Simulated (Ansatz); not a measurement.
Reaction (ligand exchange at a Te–B bond): `B[TeH]` + `N[AsH2]` → `N[AsH][TeH]` + BH₃

Isolated molecules relaxed with PBE0-D4/def2-TZVP in Ansatz; ΔE leaves out vibrations. CCSD(T)/CBS adds triple-zeta CCSD(T) − MP2 to the extrapolated MP2 energy (def2 sets, frozen cores). This one scheme is used for every species. DFT in def2-TZVPP. B3LYP here is the variant with VWN-RPA as its local correlation; programs differ in this. Elements past krypton have def2 core potentials. For As, Te outer-core shells are correlated without core-valence functions, which leaves a few kJ/mol of doubt a bond. Scalar relativity is left out up to krypton. Each species was taken in one conformer, which may not be the lowest.

Problem. Is it downhill or uphill in electronic energy at CCSD(T)/CBS, and by how much? (Best estimate.)

Solution. The calculation gave: Uphill: ΔE = +19.5 kJ/mol.

Problem. What do these levels give: PBE0-D4, B3LYP-D4, r2SCAN0-D4, BHLYP-D4, CAM-B3LYP-D4, PBE, PBE0, LC-ωPBE, HF/def2-SVP, SCS-MP2/def2-TZVPP, MP2/def2-QZVPP, SCS-MP2/def2-QZVPP? (Estimate.)

Solution. Computed: PBE0-D4 19.4, B3LYP-D4 9.7, r2SCAN0-D4 19.6, BHLYP-D4 7.4, CAM-B3LYP-D4 16.5, PBE 24.0, PBE0 22.8, LC-ωPBE 26.5, HF/def2-SVP 14.6, SCS-MP2/def2-TZVPP 19.5, MP2/def2-QZVPP 16.9, SCS-MP2/def2-QZVPP 15.1 kJ/mol.

Largest T1 diagnostic among the species: 0.015.

Leaving LDA and LC-ωPBE aside and taking each functional with its dispersion term where it has one, the values, not all of them listed here, spread over 22.6 kJ/mol, from BHLYP-D4 to B97M-V. LDA lies +10.6 kJ/mol from PBE without D4. In def2-TZVPP, CCSD(T) changes the Hartree–Fock value by +18.6 kJ/mol (the triples alone add +1.4 kJ/mol) and MP2 by +12.6 kJ/mol. At CCSD(T), def2-SVP lies +11.3 kJ/mol from the extrapolated value and def2-TZVPP +8.3 kJ/mol.
